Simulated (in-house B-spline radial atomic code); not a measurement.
Eu⁺. Computed with a B-spline radial atomic code. Model: non-relativistic spherical atom: semilocal Troullier-Martins pseudo-atom, one channel per l, against all electrons, high spin, G0W0 and RPA with empty states to l = 8, local potential for every l without a channel, a model core (radius 0 = none) keeps its share of the functional.

Without relativity these are model numbers for so heavy an element.

What the tables leave out is listed at the end.

The pseudopotential gives back the lowest level of each angular momentum of its own functional in the configuration it was made in; a second state of the same l is only approximately right. Exact exchange, RPA and GW see the smooth pseudo-orbitals and miss the exchange with the core, for which the functional's share stands in. The column with an uncorrelated core keeps all orbitals and exact exchange, and so separates missing core correlation from pseudisation. Only the three outermost levels and the lowest empty one were computed. RPA here is direct RPA, with no exchange kernel, and its energies carry an (l + 1/2)⁻⁴ tail. A hybrid on a potential with a model core restores only its own semilocal share of the core's exchange.

Command:
```bash
python run_psgw.py task.json out
```
Settings (lengths in bohr, energies in hartree):
```
Z                      63
electrons              62
configuration          [Xe] 4f7 6s1
generated_in           [Xe] 4f7 6s2
functional             pbe,pbe
core_shells            10
radius_factor          1.15
core_correction        True
ion_configuration      [Xe] 4f7
```

Time taken, with all properties: 110 s on 1 thread of Arm Neoverse N1 (shared host).

Given: made with PBE; model core radius 0.96 bohr; local radius 1.913 bohr; mean-field start PBE.

Valence shells of the generating configuration: 5p, 4f, 6s.

Channel: s 3.4, p 1.651, d 2.403, f 2.279 (radii in bohr).

Computed: largest level miss in the spin-unpolarised generating configuration 0.001 eV; valence RPA correlation energy all-electron orbitals -0.80281 hartree; valence RPA correlation energy pseudo -1.2203 hartree; all-electron RPA polarisability, core included 65.624 bohr³; pseudo-atom RPA polarisability 67.166 bohr³; ionisation by RPA all-electron 11.308 eV; ionisation by RPA pseudo minus all 0.667 eV.

```
level  occupied  mean-field all-electron (eV)  mean-field pseudo minus all (eV)  G0W0 all-electron (eV)  G0W0 uncorrelated core minus all (eV)  G0W0 pseudo minus all (eV)  exchange self-energy all-electron (eV)  exchange self-energy pseudo (eV)
6s up         1                       -8.3894                             0.045                   -11.1                                  0.024                      -0.252                                 -7.8958                           -7.5805
```

(1) What is the ionisation by mean-field all-electron?

(2) What is the ionisation by mean-field pseudo minus all?

Given: mean-field start PBE0.

Computed: valence RPA correlation energy all-electron orbitals -0.7384 hartree; valence RPA correlation energy pseudo -1.1608 hartree; ionisation by mean-field all-electron 10.65 eV; ionisation by mean-field pseudo minus all 0.229 eV; ionisation by RPA all-electron 11.004 eV; ionisation by RPA pseudo minus all 0.508 eV.

| level | occupied | mean-field all-electron (eV) | mean-field pseudo minus all (eV) | G0W0 all-electron (eV) | G0W0 uncorrelated core minus all (eV) | G0W0 pseudo minus all (eV) | exchange self-energy all-electron (eV) | exchange self-energy pseudo (eV) |
| --- | --- | --- | --- | --- | --- | --- | --- | --- |
| 6s up | 1 | -8.8799 | -0.171 | -11.053 | 0.025 | -0.394 | -7.7185 | -7.8596 |

(3) What is the pseudo-atom RPA polarisability?

(4) What is the all-electron RPA polarisability, core included?

Answers

(1) 10.836 eV.

(2) -0.052 eV.

(3) 52.56 bohr³.

(4) 56.603 bohr³.

Among the listed levels the largest G0W0 shift of the pseudo-atom is -0.39 eV, for 6s up on the PBE0 start, while leaving the core uncorrelated moves that level by +0.03 eV. So pseudisation and the lost core exchange, not the missing core correlation, make the error. Not in the tables (levels of low weight, unsolved or above zero; the highest and the empty levels are kept at any weight): on PBE the G0W0 levels 4f up (pseudo minus all +4.56 eV, weights 0.78 and 0.23), 5p down (pseudo minus all +1.14 eV, weights 0.60 and 0.48); on PBE0 the G0W0 levels 4f up (pseudo minus all +4.94 eV, weights 0.79 and 0.71), 5p down (pseudo minus all +1.56 eV, weights 0.70 and 0.77), 5d up (pseudo minus all +0.72 eV, weights 0.57 and 0.44); no Hartree-Fock pseudo-atom is run with a model core.
